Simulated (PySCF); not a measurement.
C₂H₈GaNS₂ (SMILES C[N](C)[Ga]([SH])[SH]), singlet, at a GFN2-xTB geometry (such geometries of metal compounds can be far from the true shape), with bond 7-3 at 2.4 times its length; CASSCF(4,6)/STO-3G run with PySCF.

Input for PySCF:
```python
from pyscf import gto, scf, mcscf
import numpy

mol = gto.Mole()
mol.atom = '''
    Ga    0.133892    0.198344    0.091722
    N    -0.839451   -1.253245   -0.504969
    C    -2.291096   -1.258823   -0.577535
    C    -0.251706   -2.562208   -0.736708
    H    -2.623982   -1.550725   -1.580404
    H    -2.726213   -1.958111    0.147048
    H    -3.197871    1.149858   -0.068224
    H    -0.624207   -3.301976   -0.017285
    H    -0.487744   -2.915435   -1.747173
    H     0.834910   -2.494454   -0.638779
    S    -0.952937    2.111582    0.523465
    H     0.169395    2.828167    0.503773
    S     2.366655    0.017067    0.187839
    H     2.489596    1.139606    0.894161
'''
mol.basis = 'sto-3g'
mol.charge = 0
mol.spin = 0
mol.verbose = 4
mol.build()

mf = scf.RHF(mol)
mf.kernel()
mc = mcscf.CASSCF(mf, 6, 4)
mc.kernel()
occ = numpy.linalg.eigvalsh(mc.fcisolver.make_rdm1(mc.ci, mc.ncas, mc.nelecas))[::-1]
ss = mc.fcisolver.spin_square(mc.ci, mc.ncas, mc.nelecas)[0]
print('natural occupations', occ.round(4), ' <S^2>', round(ss, 4))
```

Output, abridged:

```
PySCF version 2.14.0

[INPUT] verbose = 4
[INPUT] num. atoms = 14
[INPUT] num. electrons = 90
[INPUT] charge = 0
[INPUT] spin (= nelec alpha-beta = 2S) = 0
[INPUT] symmetry False subgroup None
[INPUT] Mole.unit = angstrom
[INPUT] Symbol           X                Y                Z      unit          X                Y                Z       unit  Magmom
[...]
nuclear repulsion = 639.647715895429
number of shells = 35
number of NR pGTOs = 177
number of NR cGTOs = 59
basis = sto-3g
ecp = {}

******** <class 'pyscf.scf.hf.RHF'> ********
method = RHF
initial guess = minao
damping factor = 0
level_shift factor = 0
DIIS = <class 'pyscf.scf.diis.CDIIS'>
diis_start_cycle = 1
diis_space = 8
diis_damp = 0
SCF conv_tol = 1e-09
SCF conv_tol_grad = None
SCF max_cycles = 50
direct_scf = True
direct_scf_tol = 1e-13
Set gradient conv threshold to 3.16228e-05
Initial guess from minao.
init E= -2817.7685366215
[...]
cycle= 1 E= -2819.97343252  delta_E= -2.2  |g|= 0.61  |ddm|= 4.58
[...]
cycle= 2 E= -2820.12539311701  delta_E= -0.152  |g|= 0.322  |ddm|= 1.62
[...]
cycle= 3 E= -2820.1577746372  delta_E= -0.0324  |g|= 0.182  |ddm|= 0.843
[...]
cycle= 4 E= -2820.17336195778  delta_E= -0.0156  |g|= 0.0323  |ddm|= 0.351
[...]
cycle= 5 E= -2820.17392306772  delta_E= -0.000561  |g|= 0.00873  |ddm|= 0.073
[...]
cycle= 6 E= -2820.1739940167  delta_E= -7.09e-05  |g|= 0.00321  |ddm|= 0.0282
[...]
cycle= 7 E= -2820.17400669105  delta_E= -1.27e-05  |g|= 0.00154  |ddm|= 0.0116
[...]
cycle= 8 E= -2820.17401195492  delta_E= -5.26e-06  |g|= 0.000771  |ddm|= 0.00953
[...]
cycle= 9 E= -2820.17401385742  delta_E= -1.9e-06  |g|= 0.000406  |ddm|= 0.00648
[...]
cycle= 10 E= -2820.17401444132  delta_E= -5.84e-07  |g|= 0.000176  |ddm|= 0.00405
[...]
cycle= 11 E= -2820.17401454009  delta_E= -9.88e-08  |g|= 9.09e-05  |ddm|= 0.00157
[...]
cycle= 12 E= -2820.17401456633  delta_E= -2.62e-08  |g|= 3.89e-05  |ddm|= 0.000866
[...]
cycle= 13 E= -2820.17401457061  delta_E= -4.29e-09  |g|= 2.18e-05  |ddm|= 0.000378
[...]
cycle= 14 E= -2820.17401457122  delta_E= -6.1e-10  |g|= 7.4e-06  |ddm|= 0.000109
[...]
Extra cycle  E= -2820.17401457129  delta_E= -6.73e-11  |g|= 5.84e-06  |ddm|= 2.52e-05
converged SCF energy = -2820.17401457129

******** <class 'pyscf.mcscf.mc1step.CASSCF'> ********
CAS (2e+2e, 6o), ncore = 43, nvir = 10
max_cycle_macro = 50
max_cycle_micro = 4
conv_tol = 1e-07
conv_tol_grad = None
orbital rotation max_stepsize = 0.02
orbital rotation threshold for CI restart = 0.01
[...]
CASCI E = -2820.33893577922  S^2 = 0.0000000
[...]
macro iter  40 ( 14 JK    4 micro), CASSCF E = -2820.36803776991  dE =  4.07860150e-04  S^2 = 0.0000000
               |grad[o]|=0.00235  |grad[c]|=0.00797  |ddm|=0.00274  |maxRot[o]|=0.079
macro iter  41 ( 21 JK    4 micro), CASSCF E = -2820.36830188896  dE = -2.64119049e-04  S^2 = 0.0000000
               |grad[o]|=0.00451  |grad[c]|=0.0018  |ddm|=0.0027  |maxRot[o]|=0.0404
macro iter  42 ( 21 JK    4 micro), CASSCF E = -2820.36831112308  dE = -9.23411562e-06  S^2 = 0.0000000
               |grad[o]|=0.00185  |grad[c]|=0.004  |ddm|=0.00734  |maxRot[o]|=0.00329
macro iter  43 (  7 JK    2 micro), CASSCF E = -2820.36848030214  dE = -1.69179058e-04  S^2 = 0.0000000
               |grad[o]|=0.00186  |grad[c]|=0.00177  |ddm|=0.00782  |maxRot[o]|=0.0496
macro iter  44 ( 15 JK    4 micro), CASSCF E = -2820.36793555898  dE =  5.44743158e-04  S^2 = 0.0000000
               |grad[o]|=0.00236  |grad[c]|=0.0123  |ddm|=0.00255  |maxRot[o]|=0.0986
macro iter  45 ( 20 JK    4 micro), CASSCF E = -2820.36822923230  dE = -2.93673324e-04  S^2 = 0.0000000
               |grad[o]|=0.00598  |grad[c]|=0.00167  |ddm|=0.00252  |maxRot[o]|=0.0353
macro iter  46 ( 21 JK    4 micro), CASSCF E = -2820.36823230954  dE = -3.07723531e-06  S^2 = 0.0000000
               |grad[o]|=0.00214  |grad[c]|=0.00362  |ddm|=0.00674  |maxRot[o]|=0.0125
macro iter  47 (  7 JK    2 micro), CASSCF E = -2820.36843832499  dE = -2.06015448e-04  S^2 = 0.0000000
               |grad[o]|=0.00225  |grad[c]|=0.00191  |ddm|=0.00788  |maxRot[o]|=0.0496
macro iter  48 ( 14 JK    4 micro), CASSCF E = -2820.36805916526  dE =  3.79159730e-04  S^2 = 0.0000000
               |grad[o]|=0.00227  |grad[c]|=0.00721  |ddm|=0.00292  |maxRot[o]|=0.0746
macro iter  49 ( 20 JK    4 micro), CASSCF E = -2820.36829734442  dE = -2.38179162e-04  S^2 = 0.0000000
               |grad[o]|=0.00416  |grad[c]|=0.00172  |ddm|=0.00292  |maxRot[o]|=0.0337
macro iter  50 ( 21 JK    4 micro), CASSCF E = -2820.36829161894  dE =  5.72547424e-06  S^2 = 0.0000000
               |grad[o]|=0.0019  |grad[c]|=0.00383  |ddm|=0.00663  |maxRot[o]|=0.0197
1-step CASSCF not converged,  50 macro (870 JK 182 micro) steps
CASSCF canonicalization
Density matrix diagonal elements [1.97365162 1.29725355 0.70335088 0.00527633 0.00834466 0.01212295]
CASSCF energy = -2820.36829161894
CASCI E = -2820.36829161894  E(CI) = -3.42946495375281  S^2 = 0.0000000
natural occupations [1.9756e+00 1.2959e+00 7.0390e-01 2.3800e-02 6.0000e-04 2.0000e-04]  <S^2> 0.0
```

Convergence was not reached.
